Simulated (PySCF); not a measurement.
Computed IR spectrum (relative IR intensity) of a molecule C3H5BO2. Geometry: PBE0-D3(BJ)/def2-SVP. One conformer was computed; it need not be the lowest. These are PBE0-D3(BJ)/def2-SVP in PySCF values and carry that method's errors. No scaling factor is applied to the harmonic values.

Lines under 2 % of the strongest are left out, and lines within 2 cm⁻¹ are merged.

ν (cm⁻¹): 502 (m), 539 (w), 738 (w), 958 (m), 975 (w), 1091 (w), 1104 (vw), 1180 (w), 1207 (m), 1273 (m), 1378 (w), 1394 (w), 1510 (vs), 1703 (w), 3052 (vw), 3265 (vw), 3945 (m) (against the strongest line: vs over 80 %, s over 45 %, m over 15 %, w over 4 %, vw less)

Q: Which structure fits?
A. CB1CC(=O)O1
B. C=C1OCB1O
C. OB1CC=CO1
D. CB1COC1=O

A: C, OB1CC=CO1
